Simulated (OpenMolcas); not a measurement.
Rh2+ among 6 point charges of -0.85 e arranged as a tetragonal octahedron (D4h), 2 Å from the ion, with the axial distance 2.100 Å.

- Program: OpenMolcas 26.06
- Method: SS-CASPT2, IPEA 0.25 Eh, imaginary shift 0.1 Eh (closed shells correlated: 4s 4p)
- Basis: ANO-RCC-VTZP [7s6p4d2f1g]
- Scalar Hamiltonian: DKH2, point nucleus
- Active space: 7 electrons in 5 orbitals (4d)
- State averaging: 2S+1 = 4 even, 10 roots; 2S+1 = 2 even, 40 roots
- Spin-orbit coupling: RASSI with atomic mean-field integrals over the reference wave functions

(1) What is the spin-free ground state (labels of D4, the rotations of D4h)?

(2) Where is the first state of the same spin?

(3) What are the lowest two levels with spin-orbit coupling?

(4) What is χT at 300 K, and how does it compare with the textbook value?

Answers

(1) 4A2, 1-fold in its orbital part, 98 % from free-ion F terms; it has the highest spin that d7 allows.

(2) 4E at 316 cm-1 above the ground state. The two act as a nearly degenerate pair, with unquenched orbital momentum.

(3) A 2-fold level E1/2 with g = 3.16, 5.59, 5.59, then a 2-fold level E3/2 560 cm-1 above it. Their leading multiplicities are 4 (99 %) and 4 (99 %).

(4) The lowest level has 2S+1 = 4, for which the spin-only value is χT = S(S+1) / 2 = 1.875 cm3 K/mol (g = 2). The computed 3.863 at 300 K differs by +1.988, through orbital momentum, spin-orbit coupling and any other state in reach.

Spin-orbit coupling mixes the spin-free states strongly: the lowest level takes only 51 % from its leading state, 4E, which lies 316 cm-1 above the lowest spin-free state. Point charges give a weaker field than real ligands, and real ions of this kind are as a rule low spin; the high spin found here belongs to the model. Free-ion shares, where given, are those of the reference states; single-state CASPT2 does not remix them. Point charges carry no covalency, so the field is a model and not that of real ligands. No measured value stands beside these numbers.
